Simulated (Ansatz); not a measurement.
The cluster YO2H: single points at one geometry.

```yaml
crystal:
  periodic: [false, false, false]
  atoms:
    - {symbol: Y, position_ang: [-0.804019, -0.023962, -0.224011]}
    - {symbol: O, position_ang: [1.017101, -0.551715, -0.869991]}
    - {symbol: O, position_ang: [0.907131, 0.930821, -0.639345]}
    - {symbol: H, position_ang: [-1.120204, -0.355144, 1.733347]}
basis:
  gaussian: {orbitals: def2-TZVPD, initial_orbitals: start.molden}
hamiltonian: {xc: pbe0, dispersion: d4}
scf: {omitted_lower_state_checks: [starts]}
output: {orbitals: {seedname: orbitals}}
```

The file start.molden holds the orbitals of an earlier run on this structure, at another level or in another basis.

```sh
$ ansatz run in.yaml --threads 4 --pin off --events-out ev --progress --plain --max-ram 3916MiB
```

It prints (some lines left out):

```
Functional definition: PBE0
801 factors; their error is unknown
mean field evaluation 1: about -5148.6221 eV, gradient 3.4e0 eV
mean field evaluation 2: about -5148.6639 eV, gradient 7.9e-2 eV
mean field evaluation 4: about -5148.6919 eV, gradient 1.6e-4 eV
mean field -5148.69187765 eV, -189.2109365950 hartree, gradient 2.0e-5 eV, S^2 0.000000; 0 other end points of the search recorded, 0 dependent functions left out
reference -5148.69192060 eV, -189.2109381734 hartree; 14, 14 occupied and 115, 115 virtual orbitals, 801 factors
Total energy: -5148.74514638 eV, -189.2128941845 hartree
Checks for a lower state left out: starts
```

Hardware: 4 threads of AMD EPYC 7B13 on a shared host. Wall time 0.85 s.

As the first input, with `gaussian: {orbitals: def2-TZVP, initial_orbitals: start.molden}`, `hamiltonian: {xc: {name: r2SCANh}, dispersion: d4}` (abridged; 1.1 s):

```
Functional definition: r2SCANh
mean field -5151.21634213 eV, -189.3037089534 hartree, gradient 1.1e-5 eV, S^2 0.000000
Total energy: -5151.23133638 eV, -189.3042599821 hartree
Checks for a lower state left out: starts
```

First input, but with `gaussian: {orbitals: def2-TZVP, initial_orbitals: start.molden}`, `hamiltonian: {xc: {name: LC-wPBE, parameters: {omega: 0.15/bohr}}}` (abridged; 0.7 s):

```
Functional definition: LC-wPBE
mean field -5150.62227799 eV, -189.2818774989 hartree, gradient 1.1e-5 eV, S^2 0.000000
Total energy: -5150.62227806 eV, -189.2818775015 hartree
Checks for a lower state left out: starts
```

As the first input, with `gaussian: {orbitals: def2-TZVP, initial_orbitals: start.molden}`, `hamiltonian: {xc: hf}` (abridged; 0.3 s):

```
Functional definition: HF
mean field -5120.61615920 eV, -188.1791729722 hartree, gradient 2.4e-5 eV, S^2 0.000000
Total energy: -5120.61615920 eV, -188.1791729722 hartree
Checks for a lower state left out: starts
```

The first input with `gaussian: {orbitals: def2-SVP, initial_orbitals: start.molden}` (abridged; 0.5 s):

```
Functional definition: PBE0
mean field -5143.34890320 eV, -189.0145859054 hartree, gradient 7.5e-6 eV, S^2 0.000000
Total energy: -5143.40217316 eV, -189.0165435406 hartree
Checks for a lower state left out: starts
```

The first input with `gaussian: {orbitals: def2-TZVP, initial_orbitals: start.molden}`, `hamiltonian: {xc: pbe, dispersion: d4}` (abridged; 0.55 s):

```
Functional definition: PBE
mean field -5149.68806138 eV, -189.2475456717 hartree, gradient 7.3e-5 eV, S^2 0.000000
Total energy: -5149.75169262 eV, -189.2498840769 hartree
Checks for a lower state left out: starts
```

As the first input, with `gaussian: {orbitals: def2-TZVP, initial_orbitals: start.molden}`, `hamiltonian: {xc: {name: r2SCAN0}, dispersion: d4}`, `output: {forces: true, orbitals: {seedname: orbitals}}` (abridged; 1.4 s):

```
Functional definition: r2SCAN0
mean field -5150.13118903 eV, -189.2638303126 hartree, gradient 8.4e-6 eV, S^2 0.000000
Total energy: -5150.14798724 eV, -189.2644476355 hartree
Atom 0 force     0.925892     0.073251    -0.047248 eV/Å
Atom 1 force    -0.483604     0.730642     0.195671 eV/Å
Atom 2 force    -0.366220    -0.815854    -0.043239 eV/Å
Atom 3 force    -0.076068     0.011961    -0.105184 eV/Å
Dipole moment:    -1.536919    -0.015470    -0.622284 e Å
Checks for a lower state left out: starts
```

Geometry: PBE-D4/def2-TZVP.

In the def2 sets Y takes a core potential; there is no spin–orbit coupling. The structure holds 1 bond(s) between oxygen atoms. The structure comes from a short search, and lower isomers may exist.
